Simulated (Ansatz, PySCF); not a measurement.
HOSi, SMILES [SiH]=O (connectivity only; charge and spin as stated), charge +1, multiplicity 1.

Geometry optimised at PBE0-D3(BJ)/def2-TZVPD. The multiplicity is an assumed one; other spin states were not compared. The isomer is the one that the SMILES or the coordinates give; other isomers of the formula were not compared.

Two levels are set side by side: PBE/def2-TZVPD (Ansatz, a first-principles code) and EOM-CCSD/aug-cc-pVDZ (PySCF). PBE by ΔSCF, the other level by its IP root; same geometry, the bases differ. Differences are taken from unrounded values.

```tsv
quantity	PBE
vertical ionisation energy (eV)	20.23
```

Task: These are the PBE values. What does EOM-CCSD give? (Estimate from the structure and the level; the computed values follow.)

Result: 
```csv
quantity,EOM-CCSD,PBE minus EOM-CCSD
vertical ionisation energy (eV),19.85,0.38
```

On these quantities the two levels nearly agree.
